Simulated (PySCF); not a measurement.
Cartesian coordinates (Å):
```xyz
13

W     -0.1308    -0.0094    -0.0222
Cl     0.8581     2.1486    -0.1151
Cl     2.0303    -0.9955     0.0017
Cl    -0.1441    -0.1031    -2.3959
N     -1.7323     1.0598     0.3307
H     -2.6759     0.6808     0.3928
H     -1.7101     2.0653     0.4990
N     -1.2715    -1.5849    -0.2444
H     -1.6314    -1.8947    -1.1468
H     -1.5950    -2.1744     0.5209
N     -0.0134    -0.4056     1.8913
H      0.7358    -0.9602     2.3049
H     -0.6984    -0.1081     2.5843
```
Charge 0, spin multiplicity 1.

Q: What is the computed total energy, LUMO, dipole moment, HOMO and HOMO–LUMO gap (PBE-D3(BJ)/def2-TZVP // r2SCAN-D4/def2-SVP run with PySCF)?

A: 
```yaml
total_energy: -1615.2126 Ha
LUMO: -3.94 eV
dipole_moment: 7.24 D
HOMO: -6.69 eV
HOMO–LUMO gap: 2.74 eV
```
